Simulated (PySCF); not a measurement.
PySCF input (CCSD(T)/cc-pVDZ):

```python
from pyscf import gto, scf, mp, cc as ccmod

mol = gto.M(
    atom='''
    F    -1.18261059   -0.45587354    0.19349076
    S    -0.00851766    0.42106893   -0.24933404
    F     1.19770611   -0.43039347    0.15520534
    H     0.00042284    1.23930015    0.85107977
    ''',
    basis='cc-pvdz',
    charge=1,
    spin=0,
    verbose=4,
)

mf = scf.RHF(mol)
mf.conv_tol = 1e-10
mf.max_cycle = 100
mf.kernel()
mp2 = mp.MP2(mf, frozen=7).run()
cc = ccmod.CCSD(mf, frozen=7)
cc.max_cycle = 100
cc.kernel()
et = cc.ccsd_t()
print(f'E(CCSD(T)) = {cc.e_tot + et:.9f}')
```

Output:

```
PySCF version 2.14.0

[INPUT] verbose = 4
[INPUT] num. atoms = 4
[INPUT] num. electrons = 34
[INPUT] charge = 1
[INPUT] spin (= nelec alpha-beta = 2S) = 0
[INPUT] symmetry False subgroup None
[INPUT] Mole.unit = angstrom
[INPUT] Symbol           X                Y                Z      unit          X                Y                Z       unit  Magmom
[INPUT]  1 F     -1.182610590000  -0.455873540000   0.193490760000 AA   -2.234810127110  -0.861476138036   0.365644544034 Bohr   0.0
[INPUT]  2 S     -0.008517660000   0.421068930000  -0.249334040000 AA   -0.016096044622   0.795704957264  -0.471173049131 Bohr   0.0
[INPUT]  3 F      1.197706110000  -0.430393470000   0.155205340000 AA    2.263336525618  -0.813325784101   0.293295585670 Bohr   0.0
[INPUT]  4 H      0.000422840000   1.239300150000   0.851079770000 AA    0.000799051795   2.341937869632   1.608307675458 Bohr   0.0

nuclear repulsion = 128.121436717809
number of shells = 18
number of NR pGTOs = 100
number of NR cGTOs = 51
basis = cc-pvdz
ecp = {}

******** <class 'pyscf.scf.hf.RHF'> ********
method = RHF
initial guess = minao
damping factor = 0
level_shift factor = 0
DIIS = <class 'pyscf.scf.diis.CDIIS'>
diis_start_cycle = 1
diis_space = 8
diis_damp = 0
SCF conv_tol = 1e-10
SCF conv_tol_grad = None
SCF max_cycles = 100
direct_scf = True
direct_scf_tol = 1e-13
Set gradient conv threshold to 1e-05
Initial guess from minao.
init E= -597.499129862783
  HOMO = -0.362239294325362  LUMO = 0.0061060537457962  gap/eV = 10.02319
cycle= 1 E= -596.448954941454  delta_E= 1.05  |g|= 0.749  |ddm|= 1.95
  HOMO = -0.858951412638097  LUMO = -0.263611057986793  gap/eV = 16.20004
cycle= 2 E= -596.557027315206  delta_E= -0.108  |g|= 0.372  |ddm|= 0.85
  HOMO = -0.818048186510508  LUMO = -0.188679788073365  gap/eV = 17.12599
cycle= 3 E= -596.580629783104  delta_E= -0.0236  |g|= 0.0762  |ddm|= 0.242
  HOMO = -0.805786145204664  LUMO = -0.171969329320961  gap/eV = 17.24703
cycle= 4 E= -596.581800124344  delta_E= -0.00117  |g|= 0.0165  |ddm|= 0.0502
  HOMO = -0.807313661153638  LUMO = -0.171044947512096  gap/eV = 17.31375
cycle= 5 E= -596.581956460253  delta_E= -0.000156  |g|= 0.00435  |ddm|= 0.0262
  HOMO = -0.807424197857102  LUMO = -0.171136141417625  gap/eV = 17.31428
cycle= 6 E= -596.581973518878  delta_E= -1.71e-05  |g|= 0.00123  |ddm|= 0.01
  HOMO = -0.807330719088013  LUMO = -0.170996953326159  gap/eV = 17.31552
cycle= 7 E= -596.581974725424  delta_E= -1.21e-06  |g|= 0.000253  |ddm|= 0.00281
  HOMO = -0.807284310491827  LUMO = -0.170985569435156  gap/eV = 17.31457
cycle= 8 E= -596.581974774754  delta_E= -4.93e-08  |g|= 7.11e-05  |ddm|= 0.000526
  HOMO = -0.807278902516652  LUMO = -0.170987703352351  gap/eV = 17.31437
cycle= 9 E= -596.581974778968  delta_E= -4.21e-09  |g|= 2.27e-05  |ddm|= 0.000152
  HOMO = -0.80727860685619  LUMO = -0.170987441748801  gap/eV = 17.31436
cycle= 10 E= -596.581974779463  delta_E= -4.95e-10  |g|= 4.65e-06  |ddm|= 5.87e-05
  HOMO = -0.80727846594265  LUMO = -0.170987321621492  gap/eV = 17.31436
cycle= 11 E= -596.581974779484  delta_E= -2.02e-11  |g|= 6.54e-07  |ddm|= 1.24e-05
  HOMO = -0.807278500045594  LUMO = -0.17098734128514  gap/eV = 17.31436
Extra cycle  E= -596.581974779484  delta_E= -6.82e-13  |g|= 2.77e-07  |ddm|= 1.1e-06
converged SCF energy = -596.581974779484

******** <class 'pyscf.mp.mp2.RMP2'> ********
nocc = 10, nmo = 44
frozen orbitals 7
E(RMP2) = -597.091333822123  E_corr = -0.509359042638276
E(SCS-RMP2) = -597.077024217532  E_corr = -0.495049438047616
E_corr(same-spin) = -0.134055476674978
E_corr(oppo-spin) = -0.375303565963298

******** <class 'pyscf.cc.ccsd.CCSD'> ********
CC2 = 0
CCSD nocc = 10, nmo = 44
frozen orbitals 7
max_cycle = 100
direct = 0
conv_tol = 1e-07
conv_tol_normt = 1e-05
diis_space = 6
diis_start_cycle = 0
diis_start_energy_diff = 1e+09
Init t2, MP2 energy = -597.091333822914  E_corr(MP2) -0.509359043430073
Init E_corr(CCSD) = -0.509359043430111
cycle = 1  E_corr(CCSD) = -0.509693609333338  dE = -0.000334565903  norm(t1,t2) = 0.0649301
cycle = 2  E_corr(CCSD) = -0.524591674498082  dE = -0.0148980652  norm(t1,t2) = 0.0213523
cycle = 3  E_corr(CCSD) = -0.524470207681503  dE = 0.000121466817  norm(t1,t2) = 0.0130063
cycle = 4  E_corr(CCSD) = -0.526850491474437  dE = -0.00238028379  norm(t1,t2) = 0.00516742
cycle = 5  E_corr(CCSD) = -0.526863299136406  dE = -1.2807662e-05  norm(t1,t2) = 0.00146023
cycle = 6  E_corr(CCSD) = -0.526733005551553  dE = 0.000130293585  norm(t1,t2) = 0.000559243
cycle = 7  E_corr(CCSD) = -0.526732139702362  dE = 8.65849191e-07  norm(t1,t2) = 0.00015862
cycle = 8  E_corr(CCSD) = -0.526742538383607  dE = -1.03986812e-05  norm(t1,t2) = 4.33119e-05
cycle = 9  E_corr(CCSD) = -0.526741980163167  dE = 5.58220441e-07  norm(t1,t2) = 2.09455e-05
cycle = 10  E_corr(CCSD) = -0.526741687011345  dE = 2.93151822e-07  norm(t1,t2) = 6.87017e-06
cycle = 11  E_corr(CCSD) = -0.526741638357572  dE = 4.86537732e-08  norm(t1,t2) = 2.23982e-06
CCSD converged
E(CCSD) = -597.1087164178418  E_corr = -0.5267416383575718
CCSD(T) correction = -0.0119782191251678
E(CCSD(T)) = -597.120694637
```

It need not be the lowest isomer of its formula.
